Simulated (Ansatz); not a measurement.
Total energies of 1-ethyl-3-methylimidazolium dicyanamide (C₈H₁₁N₅) from Ansatz at PBE-D4/def2-TZVP, gas phase (1 Eh = 27.2114 eV = 2625.5 kJ/mol). The reference geometry is relaxed at PBE-D4/def2-SVP.

```xyz
24

C    -0.713    2.788   -0.588
C    -1.444    2.011    0.505
N    -1.127    0.576    0.472
C    -1.633   -0.347   -0.433
C    -0.948   -1.522   -0.240
N    -0.041   -1.294    0.783
C     0.940   -2.256    1.279
C    -0.149   -0.013    1.180
H    -0.941    3.867   -0.490
H    -1.035    2.458   -1.596
H     0.381    2.624   -0.498
H    -1.161    2.377    1.511
H    -2.546    2.103    0.423
H    -2.418   -0.087   -1.147
H    -0.958   -2.469   -0.790
H     1.214   -2.920    0.434
H     0.518   -2.842    2.120
H     1.839   -1.704    1.610
H     0.493    0.483    1.911
N     2.092    1.098   -0.013
C     2.215    0.265   -0.860
N     2.387   -0.606   -1.812
C     1.785   -1.764   -1.853
N     1.251   -2.828   -1.907
```

```
                state                    geometry  energy (Eh)
     charge 0 singlet                   reference   -584.70649
     charge 1 doublet                   reference   -584.42546
    charge -1 doublet                   reference   -584.69435
    charge -1 doublet  relaxed at PBE-D4/def2-SVP   -584.72198
free C atom (triplet)                           –    -37.79597
free N atom (quartet)                           –    -54.53214
free H atom (doublet)                           –     -0.49962
```

Problem. Work out the vertical ionisation energy to the doublet.

Solution. E(charge 1 doublet) − E(charge 0 singlet) = -584.42546 − (-584.70649) = 0.28103 Eh = 7.65 eV. For comparison, −ε of the highest occupied level is 4.68 eV at this level, 2.97 eV less.

Problem. Work out the vertical electron affinity, to the doublet.

Solution. E(charge 0 singlet) − E(charge -1 doublet) = -584.70649 − (-584.69435) = -0.01214 Eh = -0.33 eV; negative, so the extra electron isn't bound. The basis lacks diffuse functions, which makes affinities too small.

Problem. Give the fundamental gap IE − EA, the Mulliken electronegativity (IE + EA)/2 and the hardness (IE − EA)/2.

Solution. From the values in Eh: IE − EA = 0.28103 − (-0.01214) = 0.29317 Eh = 7.98 eV; (IE + EA)/2 = 3.66 eV; (IE − EA)/2 = 3.99 eV. The HOMO–LUMO gap of the same run is 2.50 eV, 5.48 eV smaller than the fundamental gap.

Problem. How much does the charge -1 doublet relax, and what is the adiabatic electron affinity?

Solution. Relaxation: -584.69435 − (-584.72198) = 0.02763 Eh = 0.75 eV. Adiabatic electron affinity: 0.01549 Eh = 0.42 eV, without zero-point energy. 

Problem. What is the binding energy per atom against free atoms?

Solution. Atoms: 8 × (-37.79597) + 5 × (-54.53214) + 11 × (-0.49962) = -580.52428 Eh. Binding: -580.52428 − (-584.70649) = 4.18221 Eh = 113.80 eV, or 4.74 eV for each of 24 atoms (no zero-point energy, no counterpoise term).

At PBE-D4/def2-TZVP the highest occupied level of the charge -1 doublet lies above zero (up to 2.78 eV). By energy differences it is unbound by 0.33 eV (vertical, to the charge 0 singlet, at PBE-D4/def2-TZVP) and held by the finite basis. At PBE-D4/def2-TZVP the highest occupied level of the relaxed charge -1 doublet lies above zero (up to 1.31 eV). By energy differences its removal costs 0.42 eV (each at its own geometry, to the charge 0 singlet, at PBE-D4/def2-TZVP); self-interaction error and the lack of diffuse functions both raise the level.
